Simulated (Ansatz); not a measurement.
One geometry of Si₂₅PH₃₆, a doped nanocrystal cut from the lattice of silicon (P on a surface site), several levels of theory.

```yaml
crystal:
  periodic: [false, false, false]
  atoms:
    - {symbol: P, position_ang: [-1.323743, 3.496612, -0.807615]}
    - {symbol: Si, position_ang: [-4.447690, -1.605107, 1.702323]}
    - {symbol: Si, position_ang: [-4.346664, 1.315968, -0.607270]}
    - {symbol: Si, position_ang: [-1.706115, -4.333022, 1.631320]}
    - {symbol: Si, position_ang: [1.264421, -3.947529, -0.849135]}
    - {symbol: Si, position_ang: [1.354390, -1.267366, -3.549875]}
    - {symbol: Si, position_ang: [-1.386540, -1.153377, -0.771529]}
    - {symbol: Si, position_ang: [-1.334107, 1.441615, 2.068484]}
    - {symbol: Si, position_ang: [1.283923, -1.227464, 1.914059]}
    - {symbol: Si, position_ang: [1.496654, 1.373413, -0.837149]}
    - {symbol: Si, position_ang: [1.703529, 4.452664, 1.484706]}
    - {symbol: Si, position_ang: [4.081303, -1.421830, -0.724919]}
    - {symbol: Si, position_ang: [4.482482, 1.683990, 1.712719]}
    - {symbol: Si, position_ang: [-2.793427, -2.651796, 0.392264]}
    - {symbol: Si, position_ang: [-2.869873, 0.159637, -2.043098]}
    - {symbol: Si, position_ang: [-5.804445, -0.299452, 0.289857]}
    - {symbol: Si, position_ang: [-3.363309, 2.298586, 1.275585]}
    - {symbol: Si, position_ang: [-0.074905, -2.522628, -2.167992]}
    - {symbol: Si, position_ang: [-0.112954, -5.460395, 0.312938]}
    - {symbol: Si, position_ang: [2.602340, -2.672344, 0.610222]}
    - {symbol: Si, position_ang: [0.356293, 2.885634, -2.223535]}
    - {symbol: Si, position_ang: [2.811504, -0.055791, -2.157398]}
    - {symbol: Si, position_ang: [-0.001627, 0.200752, 0.556251]}
    - {symbol: Si, position_ang: [2.942035, 2.810102, 0.335719]}
    - {symbol: Si, position_ang: [-0.217630, 5.167077, 0.300876]}
    - {symbol: Si, position_ang: [5.547428, -0.042655, 0.505620]}
    - {symbol: H, position_ang: [-5.239186, -2.671322, 2.420926]}
    - {symbol: H, position_ang: [-3.793809, -0.727245, 2.739031]}
    - {symbol: H, position_ang: [-5.105273, 2.373336, -1.375826]}
    - {symbol: H, position_ang: [-2.760846, -5.317736, 2.077055]}
    - {symbol: H, position_ang: [-1.067393, -3.755296, 2.865318]}
    - {symbol: H, position_ang: [2.189891, -4.721339, -1.762115]}
    - {symbol: H, position_ang: [2.128702, -2.191265, -4.457723]}
    - {symbol: H, position_ang: [0.570909, -0.303959, -4.407835]}
    - {symbol: H, position_ang: [-1.585775, 0.485859, 3.210782]}
    - {symbol: H, position_ang: [-0.522913, 2.584292, 2.628488]}
    - {symbol: H, position_ang: [0.354704, -2.024070, 2.792947]}
    - {symbol: H, position_ang: [2.173139, -0.411552, 2.817773]}
    - {symbol: H, position_ang: [-2.094278, 4.375743, -1.651302]}
    - {symbol: H, position_ang: [1.309832, 3.946534, 2.846195]}
    - {symbol: H, position_ang: [2.563281, 5.679043, 1.680796]}
    - {symbol: H, position_ang: [4.913191, -2.383306, -1.543443]}
    - {symbol: H, position_ang: [3.784555, 1.141435, 2.930124]}
    - {symbol: H, position_ang: [5.532576, 2.664198, 2.177611]}
    - {symbol: H, position_ang: [-3.524563, -3.374280, -0.720166]}
    - {symbol: H, position_ang: [-3.684554, -0.780269, -2.899479]}
    - {symbol: H, position_ang: [-2.132694, 1.093227, -2.966694]}
    - {symbol: H, position_ang: [-6.398017, -1.187550, -0.776065]}
    - {symbol: H, position_ang: [-6.926986, 0.352783, 1.057500]}
    - {symbol: H, position_ang: [-3.417987, 3.809437, 1.283279]}
    - {symbol: H, position_ang: [-1.005933, -3.366833, -3.008418]}
    - {symbol: H, position_ang: [-0.861828, -6.291410, -0.700901]}
    - {symbol: H, position_ang: [0.722038, -6.391606, 1.158294]}
    - {symbol: H, position_ang: [3.397439, -3.599354, 1.501557]}
    - {symbol: H, position_ang: [-0.244497, 2.262615, -3.452772]}
    - {symbol: H, position_ang: [1.262977, 4.019030, -2.642174]}
    - {symbol: H, position_ang: [3.734418, 0.820381, -2.974618]}
    - {symbol: H, position_ang: [3.732412, 3.519543, -0.741435]}
    - {symbol: H, position_ang: [-1.216191, 5.772445, 1.257334]}
    - {symbol: H, position_ang: [0.204519, 6.232772, -0.681087]}
    - {symbol: H, position_ang: [6.383891, -0.881111, 1.441636]}
    - {symbol: H, position_ang: [6.480950, 0.621532, -0.478084]}
basis:
  gaussian: {orbitals: def2-SVP, fitting: {mean_field: def2-universal-jkfit}, initial_orbitals: start.molden}
magnetization: {spin_polarized: true, initial_magnetization: 1}
hamiltonian: {xc: hf}
scf: {omitted_lower_state_checks: [starts]}
output: {orbitals: {seedname: orbitals}}
```

The file start.molden holds the orbitals of an earlier run on this structure, at another level or in another basis.

```sh
$ ansatz run in.yaml --threads 4 --pin off --events-out ev --progress --plain --max-ram 46080MiB --backend cuda --devices 0, --max-vram 37GiB
```

Output, abridged:

```
Functional definition: HF
3976 factors; integrals over basis functions are off by at most 3.2e-1 eV
mean field evaluation 1: about -206332.4977 eV, gradient 3.2e1 eV
mean field evaluation 2: about -206336.9289 eV, gradient 3.8e0 eV
mean field evaluation 4: about -206337.1828 eV, gradient 1.2e-3 eV
mean field -206337.18283890 eV, -7582.7516089637 hartree, gradient 1.3e-5 eV, S^2 0.759659; 0 other end points of the search recorded, 0 dependent functions left out
reference -206337.18283890 eV, -7582.7516089637 hartree; 201, 200 occupied and 447, 448 virtual orbitals, 3976 factors
Total energy: -206337.18283890 eV, -7582.7516089637 hartree
Checks for a lower state left out: starts
```

It took 11 s on 4 threads of AMD EPYC 7R13 on a shared host and a share (37 GiB) of an NVIDIA H100 80GB HBM3, peak host memory 1.1 GiB.

Geometry: PBE-D4/def2-SVP.

Single mean-field runs in def2-SVP are fitted with def2-universal-jkfit. Another isomer (doublet) lies 0.11 eV lower at PBE0-D4/def2-SVP; other spin states weren't run for this one.
